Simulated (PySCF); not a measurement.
Compound: C3GaN3.
SMILES with atom numbers: `[N:1]#[C:2][Ga:3]([C:4]#[N:5])[C:6]#[N:7]`

Level of theory: core-valence-separated Tamm–Dancoff BHandHLYP/aug-pcX-1 (def2-SVPD on Ga) in PySCF, non-relativistic, gas phase, PBE0-D3(BJ)/def2-SVP geometry.

Computed carbon K-edge spectrum, Gaussian lines of 0.4 eV full width, highest printed point 100; it ends one width below the last computed root. The energies are unshifted.

photon energy (eV), absorption and a bar:
```
    282.0          1 
    282.1          3 #
    282.2          9 ###
    282.3         20 ######
    282.4         33 ##########
    282.5         39 ############
    282.6         33 ##########
    282.7         20 ######
    282.8         13 ####
    282.9         20 ######
    283.0         44 #############
    283.1         79 ########################
    283.2        100 ##############################
    283.3         90 ###########################
    283.4         57 #################
    283.5         25 ########
    283.6          8 ##
    283.7          2 #
    283.8          0 
    283.9          0 
    284.0          0 
    284.1          0 
    284.2          0 
    284.3          0 
    284.4          1 
    284.5          4 #
    284.6         16 #####
    284.7         39 ############
    284.8         68 ####################
    284.9         84 #########################
    285.0         75 ######################
    285.1         50 ###############
    285.2         33 ##########
    285.3         32 ##########
    285.4         36 ###########
    285.5         34 ##########
    285.6         23 #######
    285.7         11 ###
    285.8          4 #
    285.9          1 
    286.0          0 
    286.1          0 
    286.2          0 
    286.3          0 
    286.4          0 
    286.5          0 
    286.6          0 
    286.7          0 
    286.8          0 
    286.9          0 
    287.0          0 
    287.1          0
```

**Question.** Assign the maxima to core holes.

**Answer.** 4 maxima:
- 282.5 eV: C2/C4/C6 (cyano carbon), 282.50 eV, f = 0.061, sum of 3, 100 % of the height at the exact maximum
- 283.2 eV: C2/C4/C6 (cyano carbon), 283.22 eV, f = 0.155, sum of 3, 100 % of the height at the exact maximum
- 284.9 eV: C2/C4/C6 (cyano carbon), 284.91 eV, f = 0.130, sum of 3, 100 % of the height at the exact maximum
- 285.4 eV: C2/C4/C6 (cyano carbon), 285.44 eV, f = 0.056, sum of 3, 98 % of the height at the exact maximum

Roots within 0.03 eV on the same or equivalent atoms count as one line; shares under 12 % aren't listed.

Vibrational structure and lifetime widths aren't in the curve. The ionisation threshold wasn't computed; near and above it a finite basis only mimics Rydberg series and continuum. The BHandHLYP/aug-pcX-1 (def2-SVPD on Ga) calculation is non-relativistic and has no spin–orbit coupling, an omission that weighs most on gallium.

Cost: about 50 s of CPU time on one thread; the machine was shared, so the figure is rough.
